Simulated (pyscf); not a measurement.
Group migration: H₂C=CH–CH₂–OH (SMILES C=CCO) → :HC–CH₂–CH₂–OH (SMILES [CH]CCO) [singlet]

Gas phase, singlet surface, charge 0. Bonds broken: C2–C3. Bonds formed: C1–C3. Structures and frequencies: ωB97X-D3(BJ)/def2-SVP in PySCF. MP2 and CC: frozen core, UHF for open shells. ΔMP2 is the change of the MP2 total energy from the triple- to the quadruple-zeta basis.

Transition state (Å):

```xyz
10

C      0.4591     0.1870     0.5873
C     -0.4246    -0.5674    -0.1677
C     -0.4159     1.2626    -0.6034
O     -1.7841     1.4389    -0.6951
H      1.4619     0.4271     0.1974
H      0.3310     0.4563     1.6521
H     -1.3518    -0.6625     0.4358
H      0.1235     1.2112    -1.5582
H     -0.0479     2.1294    -0.0298
H     -2.1327     0.7067    -1.2213
```

One imaginary mode, 474i cm⁻¹; descent along it reached the two sides named, in the forms told below.

```tsv
bond	change	reactant side (Å)	saddle	product side
C2–C3	breaks	1.506	1.881	2.354
C1–C3	forms	2.515	1.828	1.573
```

Electronic energies relative to the reactant's lowest minimum found (eV):

```json
[
 {"level": "ωB97X-D3(BJ)/def2-TZVP", "barrier": "3.82", "reaction energy": "+3.37", "reverse barrier": "0.45"},
 {"level": "PBE/def2-TZVP", "barrier": "3.67", "reaction energy": "+3.52", "reverse barrier": "0.15"},
 {"level": "r²SCAN/def2-TZVP", "barrier": "3.74", "reaction energy": "+3.52", "reverse barrier": "0.22"},
 {"level": "B3LYP-D3(BJ)/def2-TZVP", "barrier": "3.83", "reaction energy": "+3.45", "reverse barrier": "0.38"},
 {"level": "PBE0-D3(BJ)/def2-TZVP", "barrier": "3.78", "reaction energy": "+3.49", "reverse barrier": "0.29"},
 {"level": "M06-2X/def2-TZVP", "barrier": "3.78", "reaction energy": "+3.46", "reverse barrier": "0.31"},
 {"level": "ωB97M-D3(BJ)/def2-TZVP", "barrier": "3.75", "reaction energy": "+3.36", "reverse barrier": "0.39"},
 {"level": "HF/def2-TZVP", "barrier": "4.00", "reaction energy": "+3.08", "reverse barrier": "0.92"},
 {"level": "MP2/def2-QZVPP", "barrier": "3.85", "reaction energy": "+3.64", "reverse barrier": "0.21"},
 {"level": "CCSD/def2-TZVPP", "barrier": "3.89", "reaction energy": "+3.37", "reverse barrier": "0.52"},
 {"level": "CCSD(T)/def2-TZVPP", "barrier": "3.83", "reaction energy": "+3.42", "reverse barrier": "0.41"},
 {"level": "CCSD(T)/def2-TZVPP + ΔMP2(QZVPP)", "barrier": "3.83", "reaction energy": "+3.43", "reverse barrier": "0.41"}
]
```

With CCSD(T)/def2-TZVPP + ΔMP2(QZVPP) energies and thermal terms (ideal gas, 1 atm, RRHO with modes under 100 cm⁻¹ raised to 100, one conformer, R ln 2 for chiral ones without a mode under 150 cm⁻¹), in eV:

```tsv
T (K)	ΔH‡	ΔG‡	ΔH	ΔG
298	3.76	3.78	+3.33	+3.32
600	3.74	3.81	+3.35	+3.30
900	3.72	3.85	+3.36	+3.28
1200	3.70	3.89	+3.37	+3.25
```

On the product side the descent ends in a point that may be a rotor saddle (no frequency run), 0.09 eV over the lowest minimum found and 0.36 eV under the saddle at ωB97X-D3(BJ)/def2-TZVP. The same reactants have a lower exit, to H₂C=CH–CH₂–OH (barrier +3.20 eV at ωB97M-D3(BJ)/def2-TZVP, against +3.75 eV here). :HC–CH₂–CH₂–OH [singlet] may be a fragile minimum: a first optimisation, from another start, lost the drawn bonds. :HC–CH₂–CH₂–OH [singlet] is an excited spin state, 0.14 eV over the triplet at ωB97X-D3(BJ)/def2-TZVP. H₂C=CH–CH₂–OH lies 0.46 eV over its isomer H₂C=C(CH₃)–OH (electronic energy, ωB97M-D3(BJ)/def2-TZVP). :HC–CH₂–CH₂–OH [singlet] lies 3.82 eV over its isomer H₂C=C(CH₃)–OH (electronic energy, ωB97M-D3(BJ)/def2-TZVP). One saddle was located; it need not be the lowest between these sides. A restricted singlet here is unstable towards spin polarisation, as is usual where a triplet lies low; its energy is less safe. The CCSD(T) − MP2 part came from Ansatz, without density fitting, on the same reference.
